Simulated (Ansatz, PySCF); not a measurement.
H₆O₄SnTi, SMILES [OH][Ti]([OH])([OH])[O][SnH3], multiplicity 1. Atoms are numbered in the order given.

```xyz
12

O      0.2588    -0.4851    -0.6019
Ti    -1.4449    -0.5590    -0.1017
O     -1.9082    -2.2388     0.3536
H     -1.3947    -3.0519     0.2816
O     -2.5001     0.0569    -1.4287
H     -3.3247    -0.3259    -1.7516
O     -1.5813     0.5354     1.3433
H     -2.0379     1.3845     1.3759
Sn     1.7749     0.6055     0.1414
H      1.2843     2.2475     0.0648
H      3.1015     0.2695    -0.8951
H      2.0405     0.0562     1.7441
```
Charge 0, spin multiplicity 1.

Geometry: B3LYP-D3(BJ)/def2-SVP. The spin state was assumed, not searched. The def2 effective core potentials stand for the cores of Sn; spin–orbit coupling is left out. The values are those of a single conformer.

Two levels are set side by side: PBE-D3(BJ)/def2-SVP (Ansatz, a first-principles code) and B3LYP-D3(BJ)/def2-SVP (Ansatz). Each level has its own optimised geometry; the coordinates shown are those of the second. Frequencies come from the Hessian of PySCF at each geometry. Differences are taken from unrounded values.

| quantity | B3LYP-D3(BJ) | PBE-D3(BJ) | PBE-D3(BJ) minus B3LYP-D3(BJ) |
|---|---|---|---|
| mean bond length (Å) | 1.724 | 1.729 | 0.006 |
| bond O1–Ti2 (Å) | 1.777 | 1.790 | 0.013 |
| bond O1–Sn9 (Å) | 2.010 | 2.026 | 0.016 |
| bond Ti2–O3 (Å) | 1.801 | 1.810 | 0.009 |
| bond Ti2–O5 (Å) | 1.804 | 1.814 | 0.010 |
| bond Ti2–O7 (Å) | 1.818 | 1.831 | 0.013 |
| bond Ti2–Sn9 (Å) | 3.432 | 3.380 | -0.052 |
| bond O3–H4 (Å) | 0.964 | 0.973 | 0.009 |
| bond O5–H6 (Å) | 0.965 | 0.973 | 0.009 |
| bond O7–H8 (Å) | 0.965 | 0.974 | 0.009 |
| bond Sn9–H10 (Å) | 1.715 | 1.726 | 0.011 |
| bond Sn9–H11 (Å) | 1.717 | 1.728 | 0.011 |
| bond Sn9–H12 (Å) | 1.715 | 1.725 | 0.010 |
| highest harmonic wavenumber (cm⁻¹) | 3883 | 3774 | -109 |
| mean harmonic wavenumber (cm⁻¹) | 914 | 893 | -21 |
| zero-point energy (kcal/mol) | 39.22 | 38.30 | -0.92 |

GGA bonds tend to be longer and softer than those of functionals with exact exchange. Differences between two approximate levels are no errors against the true value.
